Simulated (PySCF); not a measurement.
AsF₄⁻, singlet: structure and spectrum

Level of theory: PBE0 in PySCF with As def2-SVPD, F def2-SVPD; no relativity; density-fitted integrals.

The structure is a saddle point with 1 imaginary mode.

Z-matrix (Å, degrees; charge -1 multiplicity 1):
```
As
F  1 1.8379
F  1 1.8379 2 81.59
F  1 1.8379 2 135.02 3 -69.07
F  1 1.8379 2 81.59 3 -138.13
```

```
Point group                                                                   : C4v
Bond lengths                                                                  : As–F 1.838 Å (×4)
Bond angles                                                                   : F–As–F 81.6° (×4), F–As–F 135.0° (×2)
Lowest empty level                                                            : 4.83 eV
Principal quadrupole moments (Buckingham, traceless) about the centre of mass : -5.05, -5.05, 10.09 D Å
Dipole moment about the centre of mass                                        : 2.37 D
Zero-point energy (real modes)                                                : 20.8 kJ/mol
Principal polarisabilities                                                    : 36.6, 44.9, 44.9 bohr³
Rotational constants                                                          : 0.1315, 0.1315, 0.07693 cm⁻¹
Highest occupied level                                                        : -3.27 eV
```

Harmonic modes (masses in u: As 74.922, F 18.998):
```json
{"symmetry": "b1", "ω (cm⁻¹)": "116i", "IR (km/mol, summed over degenerate members)": "–"}
{"symmetry": "e", "ω (cm⁻¹)": "324", "IR (km/mol, summed over degenerate members)": "28.0"}
{"symmetry": "a1", "ω (cm⁻¹)": "324", "IR (km/mol, summed over degenerate members)": "22.9"}
{"symmetry": "b2", "ω (cm⁻¹)": "368", "IR (km/mol, summed over degenerate members)": "0.0"}
{"symmetry": "b1", "ω (cm⁻¹)": "451", "IR (km/mol, summed over degenerate members)": "0.0"}
{"symmetry": "e", "ω (cm⁻¹)": "541", "IR (km/mol, summed over degenerate members)": "514"}
{"symmetry": "a1", "ω (cm⁻¹)": "596", "IR (km/mol, summed over degenerate members)": "78.9"}
```

In C4v the vibrations span 2b1 + 2e + 2a1 + b2. The b1, b2 modes carry no infrared intensity, as symmetry demands.

Charges (e); Mulliken and Löwdin values are unreliable with diffuse functions:
```tsv
atom	Mulliken	Löwdin	polar tensor	Mayer order to As1
As1	1.54	1.31	2.04	–
F2,3,4,5	-0.63	-0.58	-0.76	0.54
```

Mulliken populations on As1: s 7.75, p 13.43, d 10.29.

Outer orbital energies (eV). occupied: -6.22, -6.21, -6.21, -5.49, -5.49, -5.44, -4.78, -3.27; empty: 4.83, 5.39, 5.45, 5.45.

Other isomers or separated fragments may lie lower. The lowest empty level of this anion is unbound, so it and the gap depend on the basis. At this level a singlet minimum of C2v symmetry lies 27 kJ/mol below this structure.

The final relaxation and frequency run took about 110 core-seconds on a shared host.
